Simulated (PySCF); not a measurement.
## Scandium: a sound run and one with changed settings

Sound run: Sc [Ar] 3d1 4s2, Sc⁺ [Ar] 3d1 4s1. Computed with PySCF 2.14 in def2-TZVP, with no relativity, point nucleus. In the sound run the correlated levels freeze [Ar]. The sound run starts from symmetry-adapted Hartree-Fock orbitals and uses a fine grid where one is needed.

Changed run: the spin-free X2C one-electron Hamiltonian (Gaussian nucleus). This setting is unsound on purpose.

| species | method | sound run (hartree) | changed run (hartree) | converged |
| --- | --- | --- | --- | --- |
| Sc | UHF | -759.72444 | -762.76630 | yes |
| Sc | MP2 | -759.75044 | -762.79251 | yes |
| Sc⁺ | UHF | -759.52720 | -762.56812 | yes |
| Sc⁺ | MP2 | -759.52977 | -762.57074 | yes |

Ionisation energy of Sc:

| method | sound run (eV) | changed run (eV) |
| --- | --- | --- |
| UHF | 5.367 | 5.393 |
| LDA | 6.667 | 6.691 |
| MP2 | 6.005 | 6.035 |
| SCS-MP2 | 6.134 | 6.165 |

Most of the change in total energy is the relativistic energy itself. On top of that the contraction fixes the core shape for the Hamiltonian it was made with, so the changed run is not a good calculation with the other Hamiltonian either.

For comparison, NIST gives 6.561 eV between the lowest levels.
